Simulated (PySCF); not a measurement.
## UHF on F³⁺ (fluorine, charge +3)

Configuration: [He] 2s2 2p2, high-spin 3P determinant. Calculation: PySCF 2.14, in aug-cc-pVQZ (6s5p4d3f2g, 80 functions); the non-relativistic Hamiltonian (point nucleus).

* Total energy: -95.323738 hartree
* One-electron energy: -118.1661 hartree
* Hartree (Coulomb) energy: 31.3078 hartree
* Exchange energy: -8.4654 hartree
* Kinetic energy: 95.32654 hartree
* ⟨S²⟩: 2.0034
* ⟨L²⟩: 2.006
* Sum of ⟨r⟩: 3.747 bohr
* Sum of ⟨r²⟩: 3.563 bohr²
* Traceless quadrupole moment −½Σ⟨3z² − r²⟩ along its main axis: 0.330 e·bohr²
* Density at the nucleus (Gaussians lack the cusp): 447 bohr⁻³
* Spin density at the nucleus: -0.0940 bohr⁻³
* Langevin diamagnetic susceptibility: -2.82 ×10⁻⁶ cm³/mol

| shell | electrons | mean orbital energy (eV) | rms radius, mean of both spins (bohr) |
| --- | --- | --- | --- |
| 1s α | 1 | -797.74 | 0.203 |
| 1s β | 1 | -794.02 | 0.203 |
| 2s α | 1 | -108.23 | 0.958 |
| 2s β | 1 | -96.110 | 0.958 |
| 2p α | 2 | -88.108 | 0.906 |

Spin-orbit constants ζ (cm⁻¹) from the X2C one-electron operator on these orbitals (non-relativistic here): bare nucleus, nucleus screened by l(l+1)(2l+1)/3 electrons, and screened by the Breit-Pauli mean field of the electrons.

```
shell   bare  screened nucleus  mean field
   2p  623.4             484.8       432.6
```

To first order the Landé constant is A = 216.3 cm⁻¹, so the lowest level has J = 0 and lies 0.0536 eV below the centre of the term. This holds in LS coupling only.
